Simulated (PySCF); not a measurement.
Zn(F)(SMe) (CH3FSZn), SMILES C[S][Zn][F].

Coordinates come from a B3LYP-D3(BJ)/def2-SVP optimisation. The structure was generated by enumeration; whether it is a known compound was not checked. One conformer was computed; it need not be the lowest.

Two levels are set side by side: TDA-PBE/def2-SVPD (PySCF) and TDA-CAM-B3LYP/def2-SVPD (PySCF). Vertical, same geometry. The lowest singlet is HOMO→LUMO 99 % with PBE and HOMO→LUMO 95 % with the other functional; states are paired by order. Differences are taken from unrounded values.

| quantity | TDA-CAM-B3LYP |
|---|---|
| lowest singlet excitation (eV) | 4.47 |
| lowest triplet excitation (TDA) (eV) | 4.11 |
| first bright state (f over 0.05) (eV) | 6.67 |
| its oscillator strength | 0.07 |

**Question.** What does TDA-PBE give, and how far is it from TDA-CAM-B3LYP? (The exact figures need the calculation; the answer reports its results.)

**Answer.** 
```tsv
quantity	TDA-PBE	TDA-PBE minus TDA-CAM-B3LYP
lowest singlet excitation (eV)	3.86	-0.61
lowest triplet excitation (TDA) (eV)	3.53	-0.58
first bright state (f over 0.05) (eV)	6.11	-0.56
its oscillator strength	0.19	0.12
```

Functionals without exact exchange tend to place singlet excitations lower, as here. Differences between two approximate levels are no errors against the true value.

Rough cost on one machine, each run with all the roots and properties that it gave: TDA-CAM-B3LYP against TDA-PBE about 3 times.
